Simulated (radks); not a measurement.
Question: Sc7+, configuration [Ne] 3s2 3p2. Method: scalar-relativistic Kohn-Sham, exchange-only LDA, spin-polarised, spherical densities, point nucleus; open shells are filled with parallel spins first; computed with a radial shooting solver on a logarithmic mesh with Libxc functionals. Some entries of the table are withheld. Estimate them.

| orbital | occ. | eigenvalue (hartree) | <r> (bohr) |
|---|---|---|---|
| 1s up | 1 | -166.2818 | 0.07319 |
| 1s down | 1 | -166.2441 | 0.07318 |
| 2s up | 1 | -22.28536 | 0.3430 |
| 2s down | 1 | -22.24341 | 0.3426 |
| 2p up | 3 | (1) | (2) |
| 2p down | 3 | (3) | (4) |
| 3s up | 1 | -6.21462 | 0.9661 |
| 3s down | 1 | -6.01772 | 0.9701 |
| 3p up | 2 | (5) | 0.9900 |
| 3p down | 0 | (6) | 0.9961 |

Answer: 
(1) 2p up eigenvalue (hartree): -19.20190
(2) 2p up <r> (bohr): 0.3061
(3) 2p down eigenvalue (hartree): -19.15180
(4) 2p down <r> (bohr): 0.3057
(5) 3p up eigenvalue (hartree): -5.36875
(6) 3p down eigenvalue (hartree): -5.17597
